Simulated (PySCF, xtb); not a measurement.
OsO4, SMILES [Os](=[O])(=[O])(=[O])=[O], multiplicity 1.

GFN2-xTB in xtb 6.7.1 at its own geometry gives an orbital gap of 3.64 eV and a dipole moment of 0.00 D.

The structure is a stationary point at B3LYP-D3(BJ)/def2-SVP. The multiplicity is an assumed one; other spin states were not compared. The isomer is the one that the SMILES or the coordinates give; other isomers of the formula were not compared. The def2 effective core potentials stand for the cores of Os; spin–orbit coupling is left out.

Q: What does M06-2X/def2-TZVP run with PySCF give? (Estimate from the structure and the level; the computed values follow.)

A: gap 8.46 eV (levels -12.13 and -3.68 eV), dipole 0.00 D.
